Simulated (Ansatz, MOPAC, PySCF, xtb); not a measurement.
Lewis adduct: GaH3 (SMILES [GaH3]) (first 4 atoms) with NH3 (SMILES N); geometry from B3LYP-D3(BJ)/def2-TZVP, rigid monomers moved along the line of their centres of mass till Ga1···N5 is 3.92 Å.
(charge 0, multiplicity 1):
```tsv
atom	x (Å)	y (Å)	z (Å)
Ga	0.4703	-0.3679	0.7709
H	0.0872	-1.9012	0.8392
H	-0.2810	0.5411	-0.2834
H	1.9285	0.0557	1.2143
N	-1.4459	0.8200	3.9828
H	-2.4392	0.6338	3.8956
H	-1.1017	0.3344	4.8042
H	-1.3200	1.8164	4.1257
```

```csv
level,interaction energy (kJ/mol),"minus CCSD(T)/CBS(aug-cc-pVDZ, aug-cc-pVTZ)",cost
PM3,-49.5,-31.7,-
PM7,-6.7,11.1,-
GFN2-xTB,-23.8,-6.1,-
HF/6-31G*,-18.8,-1.1,-
HF/6-31G* (no counterpoise),-23.1,-5.3,-
PBE-D4/def2-TZVPPD,-18.5,-0.8,×1
r2SCAN-D4/def2-TZVPPD,-17.8,0.0,×2
B3LYP/3-21G (no counterpoise),-42.3,-24.6,-
wB97M-V/def2-TZVPPD,-17.3,0.5,×3
MP2/aug-cc-pVDZ,-17.8,0.0,-
MP2/aug-cc-pVTZ,-18.0,-0.2,-
CCSD/aug-cc-pVDZ,-17.3,0.5,-
CCSD(T)/aug-cc-pVTZ,-17.7,0.0,×100*
"CCSD(T)/CBS(aug-cc-pVDZ, aug-cc-pVTZ)",-17.8,0.0,×100*
```

 The comparison column counts from a level with limits of its own.

The rows run from -49.5 (PM3) to -6.7 kJ/mol (PM7). From aug-cc-pVDZ to aug-cc-pVTZ MP2 changes by -0.2.

Monomers are frozen at their geometry in the pair; levels with a basis set take the counterpoise correction. Rows marked so take none.

Correlated levels freeze the cores. Filled d and f shells under p-block atoms count as core. CBS: X⁻³ extrapolation of the correlation energy, Hartree–Fock from the larger set. Rows in 3-21G, 6-31G* carry no dispersion term and start afresh at each structure (6-31G* with six Cartesian d functions); the Pople sets are all-electron and without relativity. The state that PM3, PM7 reach isn't checked; PM7 holds dispersion and hydrogen-bond terms.

Programs: Ansatz (Gaussian orbitals); MOPAC for PM3, PM7 (differences of heats of formation); PySCF for 3-21G rows, 6-31G* rows, the dispersion terms; xtb for the GFN methods. Each number belongs to the level named beside it.

Costs are rough ratios of core time to PBE/def2-TZVPPD (about 5 s over the structures, on one shared machine); a dash marks a level with no comparable run of its own. A star marks coupled-cluster runs past 200 virtual orbitals, where the program's memory plan changes under this machine's limit, so their costs aren't comparable with smaller runs.

Ansatz is a first-principles code.
